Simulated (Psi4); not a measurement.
trisilylamine (H$_{9}$NSi$_{3}$), singlet, at a GFN2-xTB geometry. Base run: Psi4 1.11 with PBE/STO-3G.

Geometry (Å):
```xyz
13

Si     0.2887     1.6458     0.4811
N      0.0237     0.0308    -0.1230
Si    -1.6065    -0.5126    -0.4242
Si     1.3108    -1.1423    -0.0205
H     -0.6725     2.5266    -0.1792
H      0.0968     1.6894     1.9355
H      1.6596     2.0231     0.1436
H     -2.3511     0.6149    -0.9810
H     -1.5340    -1.6140    -1.3820
H     -2.2359    -0.9674     0.8211
H      1.3548    -1.7425     1.3181
H      1.0498    -2.1718    -1.0243
H      2.5648    -0.4463    -0.3006
```
Charge 0, spin multiplicity 1.
All else is at Psi4's defaults (density fitting).

Each row names what was changed in the base input (with any setting that the change needs).

```json
[
 {"change": "base", "E (Eh)": "-917.30787", "SCF-reference dipole (D)": "0.16", "core-seconds (rough)": "6"},
 {"change": "functional = svwn", "E (Eh)": "-914.93125", "SCF-reference dipole (D)": "0.18", "core-seconds (rough)": "4"},
 {"change": "functional = x3lyp", "E (Eh)": "…", "SCF-reference dipole (D)": "0.19", "core-seconds (rough)": "6"},
 {"change": "functional = pbe0-dh", "E (Eh)": "…", "SCF-reference dipole (D)": "-", "core-seconds (rough)": "6"},
 {"change": "functional = tpss", "E (Eh)": "-917.96506", "SCF-reference dipole (D)": "0.15", "core-seconds (rough)": "10"},
 {"change": "functional = m06", "E (Eh)": "-917.70057", "SCF-reference dipole (D)": "0.15", "core-seconds (rough)": "8"},
 {"change": "functional = cam-b3lyp", "E (Eh)": "…", "SCF-reference dipole (D)": "…", "core-seconds (rough)": "6"},
 {"change": "functional = tpssh", "E (Eh)": "…", "SCF-reference dipole (D)": "…", "core-seconds (rough)": "10"},
 {"change": "functional = m06-2x", "E (Eh)": "-917.91002", "SCF-reference dipole (D)": "0.18", "core-seconds (rough)": "8"},
 {"change": "functional = hse06", "E (Eh)": "-917.51185", "SCF-reference dipole (D)": "0.19", "core-seconds (rough)": "20"},
 {"change": "functional = m06-l", "E (Eh)": "-917.85539", "SCF-reference dipole (D)": "0.14", "core-seconds (rough)": "9"},
 {"change": "functional = scan", "E (Eh)": "-917.88613", "SCF-reference dipole (D)": "0.18", "core-seconds (rough)": "9"},
 {"change": "functional = dsd-pbep86", "E (Eh)": "-916.79610", "SCF-reference dipole (D)": "-", "core-seconds (rough)": "5"}
]
```

**Question.** Fill in the missing entries.

**Answer.** 
- functional = x3lyp, E (Eh): -917.74292
- functional = pbe0-dh, E (Eh): -917.39014
- functional = cam-b3lyp, E (Eh): -917.79435
- functional = cam-b3lyp, SCF-reference dipole (D): 0.20
- functional = tpssh, E (Eh): -917.96205
- functional = tpssh, SCF-reference dipole (D): 0.17

Total energies compare only within one method and basis.
